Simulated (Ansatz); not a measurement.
One change: `C[SiH](O)F` becomes `C[SiH](F)[SiH2]S`.

Ansatz, PBE0-D4/def2-TZVP geometries, multiplicity 1. Each molecule was computed in one conformer, which needn't be the lowest.

```json
{"property": "LUMO energy (B3LYP/def2-TZVPP) / eV", "`C[SiH](O)F`": "0.32"}
{"property": "size of the dipole moment (B3LYP/def2-TZVPP) / D", "`C[SiH](O)F`": "2.14"}
{"property": "size of the dipole moment (ωB97M-V/def2-TZVPP) / D", "`C[SiH](O)F`": "2.15"}
{"property": "HOMO–LUMO gap (B3LYP/def2-TZVPP) / eV", "`C[SiH](O)F`": "9.01"}
{"property": "HOMO energy (ωB97M-V/def2-TZVPP) / eV", "`C[SiH](O)F`": "-11.18"}
{"property": "LUMO energy (ωB97M-V/def2-TZVPP) / eV", "`C[SiH](O)F`": "2.14"}
```

Question: What does the change do to each property? (Estimate.)

Answer: Computed: 
```tsv
property	`C[SiH](F)[SiH2]S`	shift
LUMO energy (B3LYP/def2-TZVPP) / eV	-0.71	-1.03
size of the dipole moment (B3LYP/def2-TZVPP) / D	1.79	-0.35
size of the dipole moment (ωB97M-V/def2-TZVPP) / D	1.77	-0.38
HOMO–LUMO gap (B3LYP/def2-TZVPP) / eV	6.56	-2.45
HOMO energy (ωB97M-V/def2-TZVPP) / eV	-9.71	1.47
LUMO energy (ωB97M-V/def2-TZVPP) / eV	1.23	-0.91
```

With PBE0 the HOMO rises by 1.39 eV and the LUMO falls by 1.22 eV, so the gap narrows by about 2.61 eV. PBE moves the HOMO by 1.15 eV and ωB97M-V by 1.47 eV. Dipoles are sizes alone; their direction can turn.

B3LYP here is the variant with VWN-RPA as its local correlation; programs differ in this.
